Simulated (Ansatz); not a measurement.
`[AlH2]/[CH]=C/Cl` + H₂Se → `[AlH2][SeH]` + `C=CCl`  (ligand exchange at the Al–C bond)

Isolated molecules relaxed with PBE0-D4/def2-TZVP in Ansatz; ΔE leaves out vibrations. CCSD(T)/CBS adds triple-zeta CCSD(T) − MP2 to the extrapolated MP2 energy (def2 sets, frozen cores). This one scheme is used for every species. Functionals use def2-TZVPP. B3LYP here is the variant with VWN-RPA as its local correlation; programs differ in this. HSE06 is defined as in plane-wave codes. For Se outer-core shells are correlated without core-valence functions, which leaves a few kJ/mol of doubt a bond. Scalar relativity is left out up to krypton.

```
           level  ΔE (kJ/mol)  difference from CCSD(T)/CBS
         BLYP-D4        -99.5                         10.4
         PBE0-D4       -108.6                          1.3
      r2SCANh-D4       -108.4                          1.5
      r2SCAN0-D4       -110.3                         -0.4
    CAM-B3LYP-D4       -104.2                          5.7
          B2PLYP       -106.4                          3.5
            BLYP       -102.6                          7.3
            PBE0       -109.8                          0.1
           B3LYP       -106.1                          3.8
           HSE06       -109.8                          0.1
           BHLYP       -109.9                          0.0
     HF/def2-SVP       -112.0                         -2.1
    MP2/def2-SVP       -105.9                          4.0
CCSD(T)/def2-SVP       -105.2                          4.7
   HF/def2-QZVPP       -113.6                         -3.7
    HF/CBS(def2)       -113.5                         -3.6
     CCSD(T)/CBS       -109.9                            0
```

Q: What do rigid-rotor, harmonic-oscillator terms from PBE0-D4/def2-TZVP frequencies (298.15 K, 1 bar) make of the CCSD(T)/CBS value? (Best estimate.)

A: Ansatz gave: ΔZPE = +11.4 kJ/mol, ΔH = -101.0 kJ/mol, ΔS = 6 J/(mol·K), ΔG = -102.8 kJ/mol.

Largest T1 diagnostic among the species: 0.011.

In def2-TZVPP, CCSD(T) changes the Hartree–Fock value by +8.3 kJ/mol (the triples alone add +1.5 kJ/mol) and MP2 by +7.5 kJ/mol. Leaving LDA and LC-ωPBE aside and taking each functional with its dispersion term where it has one, the values, not all of them listed here, spread over 11.1 kJ/mol, from PBE-QIDH to BLYP-D4.
